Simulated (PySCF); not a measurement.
**Shapes and spin states of WSe2**

Computed with PBE0 in PySCF with W def2-SVP with ECP60, Se def2-SVP; scalar-relativistic core potentials, no spin–orbit coupling; density-fitted integrals.

Relaxations began from a few typed shapes and spin states; open shells are unrestricted. The search is not exhaustive: other isomers or separated fragments can lie lower, and high-lying points may rest on an excited occupation.

(1) Order these stationary points by electronic energy, lowest first, in kJ/mol from the lowest minimum.
A. singlet (closed shell, unstable to spin polarisation) C2v: W–Se 2.222 Å (×2); Se–W–Se 107.4°
B. triplet C2v: W–Se 2.254 Å (×2); Se–W–Se 113.7°
C. singlet (closed shell, unstable to spin polarisation) C2v: Se–Se 2.281 Å, W–Se 2.430 Å (×2); Se–Se–W 62.0° (×2), Se–W–Se 56.0°
D. broken-symmetry Ms = 1 (⟨S²⟩ 3.30) D∞h: W–Se 2.387 Å (×2); Se–W–Se 180.0°
E. broken-symmetry Ms = 0 (⟨S²⟩ 0.88) C2v: W–Se 2.238 Å (×2); Se–W–Se 111.1°

(2) Which of them are minima?

## Answers

(1) B (0.0), E (24.7), A (56.6), D (112.3), C (387.8).

(2) By energy in kJ/mol, 0.0: minimum; 24.7: minimum; 56.6: minimum of the closed-shell surface only; 112.3: saddle point, 2 imaginary modes; 387.8: minimum of the closed-shell surface only.

Formally W is in oxidation state +4, d2, with 2 unpaired electrons (the high-spin count). The Mulliken spin on W is 2.46. The polar-tensor charge on W, 0.86, is far below the formal one.

For the lowest minimum: with open d or f shells other occupations or spin states may lie lower. With an element this heavy the missing spin–orbit coupling can shift these numbers.

The electron or spin density has lower symmetry than the nuclear frame for the broken-symmetry Ms = 0 (⟨S²⟩ 0.88) C2v at 24.7 kJ/mol, broken-symmetry Ms = 1 (⟨S²⟩ 3.30) D∞h at 112.3 kJ/mol.
